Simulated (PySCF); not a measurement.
2-(1-methylpyrrol-2-yl)-1,3,4-oxadiazole (C₇H₇N₃O), SMILES Cn1cccc1-c1nnco1.

The structure is a stationary point at r2SCAN-D4/def2-SVP. The values are those of a single conformer.

Two levels are set side by side: TDA-PBE/def2-SVP (PySCF) and TDA-B3LYP/def2-SVP (PySCF). Vertical, same geometry. The lowest singlet is HOMO−1→LUMO 99 % with PBE and HOMO→LUMO 87 % with the other functional; states are paired by order. Differences are taken from unrounded values.

```
quantity                               TDA-B3LYP  TDA-PBE  TDA-PBE minus TDA-B3LYP
-------------------------------------  ---------  -------  -----------------------
lowest singlet excitation (eV)              4.92     4.45                    -0.47
lowest triplet excitation (TDA) (eV)        3.22     3.16                    -0.06
first bright state (f over 0.05) (eV)       4.92     4.59                    -0.33
its oscillator strength                     0.60     0.35                    -0.25
```

A lower first singlet is the usual sign of a functional without exact exchange. Differences between two approximate levels are no errors against the true value.

Rough cost on one machine, each run with all the roots and properties that it gave: TDA-B3LYP against TDA-PBE within a factor of 2.
